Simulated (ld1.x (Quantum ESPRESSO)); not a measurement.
## sulfur: one change to a TM potential, before and after

```json
{
  "Element": "sulfur (S)",
  "Generator": "ld1.x (Quantum ESPRESSO) 7.5",
  "Type": "norm-conserving Troullier–Martins (Kleinman–Bylander form)",
  "Functional": "PBE",
  "Relativity": "scalar-relativistic",
  "Frozen core": "[Ne]",
  "Valence charge": "6",
  "Reference configuration": "3s2 3p4",
  "Partial waves": "3p (bound): rc 1.15 bohr; 3s (bound): rc 1.30 bohr",
  "Local potential": "the s channel",
  "Core correction": "a·sin(br)/r model core inside 0.85 bohr"
}
```

Change: wave 3p (bound): rc 1.15 bohr becomes 3p (bound): rc 1.64 bohr.

Cutoffs: the cutoffs (Ry, on a coarse ladder) from which the occupation-weighted sum of valence levels, in a spherical-Bessel basis at the reference potential, stays within 10 and 1 mRy of its value at 400 Ry; they do not see the model core or the augmentation charge, which bear on the density cutoff. Errors are all-electron minus pseudo energies relative to the spin-unpolarised reference configuration.

Problem. What does the change do?

Solution. The potential gets softer (80 Ry and 160 Ry → 40 Ry and 60 Ry); of the 7 tests that both files solve, the error grows in 2 and shrinks in 2 by more than 15 % and 0.3 meV (median size 9.2 → 5.0 meV); neither file shows a bound ghost. A larger radius leaves more room for a smooth pseudo-wave, so fewer plane waves are needed.

| quantity | base | changed |
| --- | --- | --- |
| cutoff, loose | 80 Ry | 40 Ry |
| cutoff, tight | 160 Ry | 60 Ry |
| loose cutoff by channel (10 mRy a level) | p 70 Ry, s 21 Ry | p 10 Ry, s 21 Ry |
| bound ghosts | none | none |
| error for 3s2 3p3, meV [ΔE 11.77 eV] | +3.7 | +3.2 |
| error for 3s2 3p2, meV [ΔE 34.05 eV] | +23 | +24 |
| error for 3s2 3p1, meV [ΔE 68.09 eV] | +69 | +81 |
| error for 3s1 3p5, meV [ΔE 10.31 eV] | +1.7 | -0.8 |
| error for 3s1 3p4, meV [ΔE 22.65 eV] | +9.2 | +5.0 |
| error for 3s2 3p0, meV [ΔE 114.89 eV] | +140 | +197 |
| error for 3s2 3p3.5, meV [ΔE 4.66 eV] | +0.6 | +0.4 |
